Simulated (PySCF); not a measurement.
C2H7BN2O, SMILES C/C=N/B(N)O. Atoms are numbered in the order given.

```xyz
13

C      2.7106     0.0771     0.3354
C      1.2370    -0.1048     0.5017
N      0.3887     0.2172    -0.3774
B     -1.0476     0.0318    -0.2390
N     -1.6159    -1.2517    -0.1227
O     -1.8761     1.1260    -0.2536
H      3.1088     0.7354     1.1255
H      2.9324     0.5086    -0.6498
H      3.2312    -0.8891     0.4427
H      0.9310    -0.5533     1.4752
H     -1.0674    -2.0969    -0.1637
H     -2.6158    -1.3957    -0.1438
H     -1.3687     1.9320    -0.3846
```
Charge 0, spin multiplicity 1.

Geometry optimised at PBE0-D3(BJ)/def2-SVP. The structure was generated by enumeration; whether it is a known compound was not checked. The values are those of a single conformer.

Calculation: PBE/pcSseg-1 (PySCF).

GIAO shieldings, no solvent; atoms listed in one row are averaged. δ = σ(ref) − σ: ¹³C against TMS (σ = 182.0 ppm); ¹⁵N against NH3 (σ = 267.0 ppm); ¹¹B against BF3 (σ = 83.9 ppm); ¹⁷O against H2O (σ = 334.3 ppm); ¹H against TMS (σ = 31.49 ppm), references at their B3LYP-D3(BJ)/def2-TZVP geometries, non-relativistic.

```
nucleus       atoms  count  δ (ppm)
-------  ----------  -----  -------
¹³C              C2      1    170.4
¹³C              C1      1     33.3
¹⁵N              N3      1    392.7
¹⁵N              N5      1     60.4
¹¹B              B4      1     13.2
¹⁷O              O6      1    106.7
¹H              H10      1     8.65
¹H              H13      1     2.86
¹H       H7, H8, H9      3     2.23
¹H              H12      1     2.18
¹H              H11      1     1.80
```
